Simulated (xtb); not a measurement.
xtb input (GFN1-xTB):

```bash
xtb mol.xyz --gfn 1 --opt tight --chrg 0 --uhf 0
```
mol.xyz:
```
4

N     -1.10139600     0.28069552     0.24706094
C      0.04274511    -0.02393513    -0.00078960
O      1.14816135    -0.19903996    -0.32068421
H     -1.73198952    -0.22893827     0.84078472
```

End of the output:

```
         :::::::::::::::::::::::::::::::::::::::::::::::::::::
         ::                     SUMMARY                     ::
         :::::::::::::::::::::::::::::::::::::::::::::::::::::
         :: total energy             -10.545312663577 Eh    ::
         :: gradient norm              0.000045777268 Eh/a0 ::
         :: HOMO-LUMO gap              6.716582936087 eV    ::
         ::.................................................::
         :: SCC energy               -10.696459815197 Eh    ::
         :: -> electrostatic           0.054442024324 Eh    ::
         :: repulsion energy           0.151738018861 Eh    ::
         :: dispersion energy         -0.000590867240 Eh    ::
         :: halogen bond corr.         0.000000000000 Eh    ::
         :: add. restraining           0.000000000000 Eh    ::
         :: total charge               0.000000000000 e     ::
         :::::::::::::::::::::::::::::::::::::::::::::::::::::

           -------------------------------------------------
          |                Property Printout                |
           -------------------------------------------------

    * Orbital Energies and Occupations

         #    Occupation            Energy/Eh            Energy/eV
      -------------------------------------------------------------
         1        2.0000           -0.8363314             -22.7577
         2        2.0000           -0.8112154             -22.0743
         3        2.0000           -0.6678940             -18.1743
         4        2.0000           -0.6380691             -17.3627
         5        2.0000           -0.6348798             -17.2760
         6        2.0000           -0.6042149             -16.4415
         7        2.0000           -0.4981167             -13.5544
         8        2.0000           -0.4853382             -13.2067 (HOMO)
         9                         -0.2385083              -6.4901 (LUMO)
        10                         -0.2118347              -5.7643
        11                         -0.1302019              -3.5430
        12                          0.2935394               7.9876
        13                          0.4356273              11.8540
        14                          1.4827655              40.3481
      -------------------------------------------------------------
                  HL-Gap            0.2468299 Eh            6.7166 eV
             Fermi-level           -0.3619233 Eh           -9.8484 eV

  Mulliken/CM5 charges         n(s)   n(p)   n(d)
     1N    -0.43319 -0.73539   1.433  4.000  0.000
     2C     0.57624  0.72220   0.939  2.484  0.000
     3O    -0.41946 -0.45857   1.720  4.700  0.000
     4H     0.27642  0.47177   0.724  0.000  0.000

Wiberg/Mayer (AO) data.
largest (>0.10) Wiberg bond orders for each atom

 ---------------------------------------------------------------------------
     #   Z sym  total        # sym  WBO       # sym  WBO       # sym  WBO
 ---------------------------------------------------------------------------
     1   7 N    3.259 --     2 C    2.034     4 H    0.879     3 O    0.346
     2   6 C    3.896 --     1 N    2.034     3 O    1.835
     3   8 O    2.200 --     2 C    1.835     1 N    0.346
     4   1 H    0.925 --     1 N    0.879
 ---------------------------------------------------------------------------

Topologies differ in total number of bonds
Writing topology from bond orders to xtbtopo.mol

 dipole moment from electron density (au)
     X       Y       Z
  -1.1007  -0.3460   0.6696  total (Debye):    3.391

           -------------------------------------------------
          |                Geometry Summary                 |
           -------------------------------------------------

      molecular mass/u    :       43.0247848
   center of mass at/Å    :        0.0620048      -0.0101448      -0.0177450
Note: The following floating-point exceptions are signalling: IEEE_DENORMAL
normal termination of xtb
  moments of inertia/u·Å² :        0.3601652E+00   0.4498374E+02   0.4534391E+02
rotational constants/cm⁻¹ :        0.4680527E+02   0.3747494E+00   0.3717728E+00

 * 3 selected distances

     #   Z          #   Z                                           value/Å
     1   7 N        2   6 C                                       1.1878874 (max)
     2   6 C        3   8 O                                       1.1589495
     1   7 N        4   1 H                                       0.9956334 (min)

 * 3 distinct bonds (by element types)

   Z      Z             #   av. dist./Å        max./Å        min./Å
   1 H    7 N           1     0.9956334     0.9956334     0.9956334
   6 C    7 N           1     1.1878874     1.1878874     1.1878874
   6 C    8 O           1     1.1589495     1.1589495     1.1589495

optimized geometry written to: xtbopt.xyz

           -------------------------------------------------
          | TOTAL ENERGY              -10.545312663577 Eh   |
          | GRADIENT NORM               0.000045777268 Eh/α |
          | HOMO-LUMO GAP               6.716582936087 eV   |
           -------------------------------------------------

------------------------------------------------------------------------
------------------------------------------------------------------------
 total:
 SCF:
 ANC optimizer:
```
